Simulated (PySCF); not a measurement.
The same gas-phase reaction for Al, Ga, In:
- 2 AlCl + 2 HI → AlI + AlH₂Cl + ICl
- 2 GaCl + 2 HI → GaI + GaH₂Cl + ICl
- 2 InCl + 2 HI → InI + InH₂Cl + ICl

Energies from PySCF, thermal terms from the rigid-rotor harmonic-oscillator model, ideal gas at 1 bar. † marks an energy on the PBE0/def2-TZVP geometry and frequencies. MP2 freezes the core. All species are closed-shell singlets. I, In: scalar-relativistic def2 core potential, no spin-orbit coupling. Ga: all electrons, no relativistic terms. AlH₂Cl, GaH₂Cl, InH₂Cl: computed as isolated molecules; such fragments, hydroxides, amides, oligomers or adducts are transient or little studied in the gas. MP2 isn't extrapolated to the basis-set limit.

ΔH°(298 K) in kJ, by level:

| level | Al | Ga | In |
|---|---|---|---|
| ωB97M-V/def2-TZVP† | 43.0 | ? | 128.3 |
| r2SCAN/def2-TZVP† | 18.4 | ? | 130.0 |
| PBE0/def2-QZVP† | 28.1 | ? | 130.1 |
| MP2/def2-TZVPP† | 39.8 | ? | 154.8 |
| HF/def2-TZVP† | 42.9 | ? | 145.5 |
| LDA/def2-TZVP† | 26.0 | 59.1 | 111.2 |

Task: Fill in the missing entries.

Result: 
- ωB97M-V/def2-TZVP†, Ga: 85.3
- r2SCAN/def2-TZVP†, Ga: 69.2
- PBE0/def2-QZVP†, Ga: 72.8
- MP2/def2-TZVPP†, Ga: 75.5
- HF/def2-TZVP†, Ga: 91.9
